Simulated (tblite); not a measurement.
A geometry optimisation, step by step.

C5H13GeNSi.
SMILES with atom numbers: `[CH3:1][C:2]#[C:3][C@H:4]([NH:5][CH3:6])[GeH2:7][SiH3:8]` (hydrogens: H9, H10, H11 on C1; H12 on C4; H13 on N5; H14, H15, H16 on C6; H17, H18 on Ge7; H19, H20, H21 on Si8)

Computed with GFN2-xTB (tblite), gas phase: L-BFGS steps from a force-field or distance-geometry start until the largest atomic force falls under 0.01 eV/Å. 8 of its 104 geometries are shown.

Step 0: E = -648.0013 eV, largest atomic force 2.248 eV/Å
```
atom  x, y, z in Å  |  force x, y, z in eV/Å
C1     -2.757   -2.552   -1.005   -0.580   0.342   0.164
C2     -1.970   -1.431   -0.496    0.525   1.078   0.596
C3     -1.312   -0.507   -0.052   -0.777  -0.624  -0.258
C4     -0.536    0.643    0.468   -1.712  -1.425   0.300
N5     -0.220    1.551   -0.572   -0.601   1.437  -0.878
C6      0.541    2.633    0.017    0.375   0.977   0.022
Ge7     1.052   -0.073    1.350    1.095  -0.569   0.222
Si8     2.659   -0.742   -0.166    0.200  -0.102  -0.253
H9     -3.402   -2.245   -1.852    0.487   0.007   0.293
H10    -2.072   -3.324   -1.335   -0.049  -0.217  -0.037
H11    -3.461   -2.958   -0.241    0.706   0.288  -0.294
H12    -1.110    1.175    1.260   -0.408  -0.342  -0.023
H13    -1.096    1.989   -0.952    0.789  -0.865   0.211
H14     0.089    3.631   -0.212    0.539  -0.689   0.097
H15     0.574    2.518    1.122   -0.016   0.466  -0.542
H16     1.580    2.591   -0.364   -0.381   0.193   0.177
H17     0.691   -1.280    2.232   -0.123   0.513   0.073
H18     1.638    1.060    2.228   -0.234  -0.473   0.198
H19     2.623    0.084   -1.374    0.050  -0.065   0.014
H20     2.520   -2.154   -0.535   -0.007   0.064  -0.014
H21     3.961   -0.591    0.480    0.121   0.003  -0.067
```

Step 15: E = -648.4359 eV, largest atomic force 0.113 eV/Å
```
atom  x, y, z in Å  |  force x, y, z in eV/Å
C1     -2.748   -2.528   -1.003   -0.022  -0.010  -0.019
C2     -1.984   -1.413   -0.488   -0.012   0.046   0.019
C3     -1.359   -0.483   -0.059   -0.006   0.025   0.094
C4     -0.611    0.610    0.523    0.045   0.013   0.005
N5     -0.236    1.576   -0.498    0.085   0.011  -0.073
C6      0.532    2.701    0.009    0.007   0.039   0.001
Ge7     1.085   -0.141    1.339   -0.054   0.020   0.019
Si8     2.722   -0.769   -0.207   -0.032  -0.008   0.013
H9     -3.363   -2.214   -1.844   -0.013   0.056  -0.092
H10    -2.079   -3.320   -1.331    0.048  -0.068  -0.034
H11    -3.406   -2.922   -0.231   -0.004  -0.011   0.089
H12    -1.236    1.066    1.319    0.053  -0.028  -0.016
H13    -1.054    1.893   -1.008   -0.042  -0.038   0.049
H14     0.124    3.656   -0.323    0.007  -0.036  -0.046
H15     0.562    2.710    1.103   -0.075   0.062  -0.020
H16     1.564    2.624   -0.354   -0.019   0.015   0.035
H17     0.630   -1.205    2.316   -0.022  -0.086  -0.028
H18     1.574    0.899    2.336    0.034   0.032   0.034
H19     2.672    0.056   -1.409   -0.032   0.034  -0.029
H20     2.557   -2.169   -0.583   -0.004  -0.072  -0.022
H21     4.046   -0.611    0.392    0.058   0.002   0.023
```

Step 29: E = -648.4899 eV, largest atomic force 0.146 eV/Å
```
atom  x, y, z in Å  |  force x, y, z in eV/Å
C1     -2.718   -2.470   -1.009   -0.011   0.032   0.057
C2     -1.952   -1.364   -0.461   -0.049  -0.083  -0.052
C3     -1.317   -0.472    0.032    0.011  -0.009   0.006
C4     -0.520    0.609    0.579   -0.097  -0.103  -0.017
N5     -0.205    1.551   -0.487   -0.082  -0.017   0.006
C6      0.454    2.762   -0.037   -0.011   0.003  -0.008
Ge7     1.139   -0.210    1.379   -0.081   0.045  -0.064
Si8     2.736   -0.823   -0.212    0.030   0.014  -0.031
H9     -3.334   -2.145   -1.851    0.131   0.030   0.056
H10    -2.046   -3.265   -1.340   -0.062   0.094   0.007
H11    -3.382   -2.870   -0.240    0.036  -0.005  -0.007
H12    -1.103    1.093    1.389    0.020  -0.027  -0.016
H13    -1.077    1.778   -0.958    0.050   0.053  -0.052
H14     0.133    3.595   -0.659    0.080   0.054   0.017
H15     0.241    3.007    1.014   -0.077  -0.015  -0.056
H16     1.538    2.652   -0.146   -0.005  -0.071   0.067
H17     0.578   -1.333    2.221    0.031  -0.055   0.051
H18     1.583    0.754    2.461    0.089   0.048   0.050
H19     2.578    0.042   -1.379    0.040  -0.021  -0.017
H20     2.577   -2.220   -0.621   -0.007   0.035   0.028
H21     4.090   -0.655    0.327   -0.036  -0.002  -0.025
```

Step 44: E = -648.5550 eV, largest atomic force 0.092 eV/Å
```
atom  x, y, z in Å  |  force x, y, z in eV/Å
C1     -2.707   -2.442   -0.996   -0.038  -0.034  -0.012
C2     -1.932   -1.377   -0.395   -0.032  -0.014  -0.059
C3     -1.311   -0.474    0.094   -0.041  -0.057  -0.009
C4     -0.524    0.622    0.608   -0.002  -0.005  -0.036
N5     -0.223    1.535   -0.489    0.012   0.005  -0.002
C6      0.390    2.762   -0.035    0.000  -0.008   0.053
Ge7     1.163   -0.192    1.367    0.051  -0.027   0.047
Si8     2.735   -0.815   -0.248    0.015   0.007  -0.010
H9     -3.286   -2.051   -1.834    0.025   0.001  -0.010
H10    -2.051   -3.234   -1.359    0.008   0.037   0.010
H11    -3.399   -2.867   -0.270    0.000  -0.001   0.054
H12    -1.099    1.130    1.405    0.014  -0.026   0.065
H13    -1.088    1.731   -0.988    0.050   0.047  -0.015
H14     0.387    3.505   -0.832   -0.026  -0.067  -0.018
H15    -0.110    3.188    0.849   -0.018   0.055  -0.019
H16     1.428    2.553    0.232    0.059  -0.021   0.068
H17     0.662   -1.378    2.179    0.002   0.070  -0.014
H18     1.694    0.691    2.497   -0.054   0.024  -0.071
H19     2.610    0.008   -1.447   -0.016   0.007  -0.023
H20     2.553   -2.222   -0.603    0.001   0.005  -0.010
H21     4.099   -0.656    0.265   -0.011   0.001   0.012
```

Step 59: E = -648.5782 eV, largest atomic force 0.053 eV/Å
```
atom  x, y, z in Å  |  force x, y, z in eV/Å
C1     -2.731   -2.452   -1.000   -0.005   0.005   0.011
C2     -1.962   -1.376   -0.410   -0.002  -0.004  -0.023
C3     -1.330   -0.484    0.085    0.010   0.004  -0.008
C4     -0.532    0.599    0.612    0.005  -0.002  -0.021
N5     -0.203    1.527   -0.465    0.022  -0.025  -0.036
C6      0.397    2.753    0.008   -0.047  -0.024  -0.005
Ge7     1.175   -0.187    1.347    0.001  -0.022   0.039
Si8     2.737   -0.800   -0.281    0.010  -0.010   0.001
H9     -3.313   -2.076   -1.843    0.013  -0.012   0.005
H10    -2.062   -3.238   -1.353   -0.021   0.013   0.000
H11    -3.414   -2.874   -0.264    0.001  -0.003   0.008
H12    -1.095    1.090    1.428   -0.019   0.020  -0.018
H13    -1.043    1.732   -1.002    0.019   0.020   0.008
H14     0.561    3.418   -0.837    0.002   0.013  -0.026
H15    -0.217    3.277    0.757    0.009   0.018   0.035
H16     1.366    2.520    0.458   -0.014   0.000   0.020
H17     0.708   -1.342    2.216    0.021   0.023   0.010
H18     1.684    0.773    2.416    0.008  -0.022   0.004
H19     2.617    0.004   -1.493   -0.022   0.017   0.017
H20     2.554   -2.210   -0.625    0.006  -0.013  -0.013
H21     4.094   -0.639    0.247    0.003   0.004  -0.010
```

Step 74: E = -648.5822 eV, largest atomic force 0.032 eV/Å
```
atom  x, y, z in Å  |  force x, y, z in eV/Å
C1     -2.741   -2.455   -0.998   -0.003  -0.002   0.000
C2     -1.961   -1.374   -0.432    0.001  -0.006   0.009
C3     -1.318   -0.488    0.061    0.013  -0.007  -0.002
C4     -0.522    0.593    0.597   -0.002   0.009  -0.009
N5     -0.175    1.522   -0.473    0.005   0.004   0.005
C6      0.397    2.755    0.018    0.011   0.010  -0.005
Ge7     1.177   -0.195    1.361    0.001  -0.022  -0.006
Si8     2.732   -0.804   -0.277    0.005   0.004  -0.013
H9     -3.332   -2.093   -1.840    0.002   0.016  -0.001
H10    -2.082   -3.249   -1.348    0.004  -0.001   0.003
H11    -3.416   -2.863   -0.246    0.001   0.003   0.008
H12    -1.101    1.086    1.401    0.003   0.007  -0.009
H13    -1.005    1.727   -1.025    0.014  -0.025  -0.004
H14     0.581    3.421   -0.825   -0.011  -0.003   0.016
H15    -0.245    3.275    0.748    0.023  -0.007  -0.005
H16     1.355    2.534    0.497   -0.031   0.002   0.009
H17     0.711   -1.329    2.254   -0.008  -0.008   0.001
H18     1.701    0.770    2.417   -0.008   0.011   0.004
H19     2.566    0.030   -1.464    0.007  -0.001  -0.006
H20     2.571   -2.210   -0.650   -0.014   0.009   0.007
H21     4.098   -0.634    0.226   -0.013   0.010  -0.002
```

Step 88: E = -648.5847 eV, largest atomic force 0.024 eV/Å
```
atom  x, y, z in Å  |  force x, y, z in eV/Å
C1     -2.748   -2.454   -0.988   -0.002  -0.003  -0.003
C2     -1.947   -1.385   -0.431   -0.009   0.003   0.001
C3     -1.296   -0.497    0.047   -0.014   0.003  -0.008
C4     -0.505    0.584    0.587    0.006  -0.007   0.009
N5     -0.124    1.507   -0.479    0.001   0.004   0.011
C6      0.394    2.755    0.032    0.001   0.004  -0.003
Ge7     1.179   -0.208    1.373    0.009   0.022   0.004
Si8     2.717   -0.792   -0.289   -0.010   0.009   0.005
H9     -3.341   -2.081   -1.823    0.001  -0.002  -0.001
H10    -2.106   -3.260   -1.344    0.002   0.002   0.001
H11    -3.422   -2.850   -0.228    0.003   0.000   0.001
H12    -1.099    1.088    1.372    0.003   0.005  -0.001
H13    -0.929    1.687   -1.075    0.000  -0.006  -0.003
H14     0.614    3.418   -0.803   -0.005   0.012  -0.011
H15    -0.297    3.268    0.721    0.011  -0.008  -0.011
H16     1.325    2.556    0.569   -0.006   0.000   0.011
H17     0.704   -1.332    2.272    0.006  -0.016  -0.003
H18     1.699    0.768    2.423   -0.004  -0.010   0.001
H19     2.535    0.047   -1.470   -0.009   0.000  -0.006
H20     2.553   -2.196   -0.664    0.005  -0.004   0.000
H21     4.086   -0.606    0.198    0.012  -0.008   0.005
```

Step 103: E = -648.5855 eV, largest atomic force 0.007 eV/Å
```
atom  x, y, z in Å  |  force x, y, z in eV/Å
C1     -2.750   -2.449   -0.986    0.001   0.002   0.003
C2     -1.950   -1.378   -0.427    0.000   0.004   0.001
C3     -1.296   -0.494    0.052    0.000   0.004  -0.002
C4     -0.499    0.583    0.592    0.000   0.004  -0.001
N5     -0.106    1.500   -0.476    0.003  -0.003  -0.006
C6      0.388    2.760    0.030    0.000  -0.004   0.000
Ge7     1.183   -0.212    1.379   -0.002  -0.005  -0.004
Si8     2.714   -0.786   -0.292    0.001  -0.002   0.000
H9     -3.344   -2.077   -1.821    0.002  -0.001   0.001
H10    -2.105   -3.253   -1.340    0.000   0.002  -0.002
H11    -3.423   -2.845   -0.225   -0.002  -0.001   0.000
H12    -1.092    1.096    1.371   -0.001  -0.002   0.006
H13    -0.899    1.663   -1.092   -0.005  -0.001  -0.001
H14     0.626    3.413   -0.808   -0.003  -0.002   0.003
H15    -0.326    3.277    0.691    0.001   0.000  -0.005
H16     1.303    2.575    0.598    0.001   0.002   0.003
H17     0.718   -1.356    2.260   -0.004  -0.001   0.000
H18     1.694    0.750    2.445    0.005   0.000   0.002
H19     2.517    0.048   -1.474    0.003   0.000   0.005
H20     2.550   -2.192   -0.663    0.001   0.001   0.001
H21     4.088   -0.605    0.185   -0.002   0.005  -0.003
```

Task: Summarise the path.

Result: The energy falls by 0.5842 eV from step 0 to step 103; nine tenths of that is first reached at step 39. It falls at every step. The largest force goes from 2.248 to 0.007 eV/Å. Among the bonds C4–Ge7 changes most, from 1.953 to 2.021 Å; the atoms move by 0.435 Å rms after alignment.

The cost below is that of the whole relaxation. On one thread, Arm Neoverse N1 (aarch64), shared host with 64 logical CPUs at a one-minute load of 35, this took 1.6 s.
